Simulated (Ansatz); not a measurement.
System: PNH, charge 1, singlet. A triplet may lie lower; no result for it is given here. PNH+ (SMILES [NH+]#P).
B3LYP-D3(BJ)/def2-TZVP minimum from Ansatz (a quantum-chemistry and plane-wave program):
```xyz
3

N      0.0000     0.0000    -0.9047
P      0.0000     0.0000     0.5502
H      0.0000     0.0000    -1.9194
```
Charge +1, spin multiplicity 1.

Hartree-Fock and CCSD(T) correlation energies in hartree (Ansatz). Open shells are spin-unrestricted; no spin-orbit coupling. Correlated methods leave the cores frozen. No relativity. The restricted determinant of HNP+ ([NH+]#P, singlet) is unstable towards broken spin symmetry in at least one set run.

| basis | X | E(HF) | E(corr, CCSD(T)) |
|---|---|---|---|
| cc-pV(T+d)Z | 3 | -395.50702 | -0.35673 |
| cc-pV(Q+d)Z | 4 | -395.51413 | -0.37539 |
| cc-pV(5+d)Z | 5 | -395.51571 | withheld |

Q: Fit E(corr) = E∞ + A/X³ to X = 3 and 4, predict X = 5, and compare with the run.

A: A = (-0.35673 - (-0.37539))/(1/27 - 1/64) = 0.8715; E∞ = -0.37539 - A/64 = -0.38901; at X = 5, E∞ + A/125 = -0.38203. The run gave -0.38210, 0.07 mEh below the prediction. The same form on X = 4 and 5 gives E∞ = -0.38914, 0.13 mEh below the first estimate.
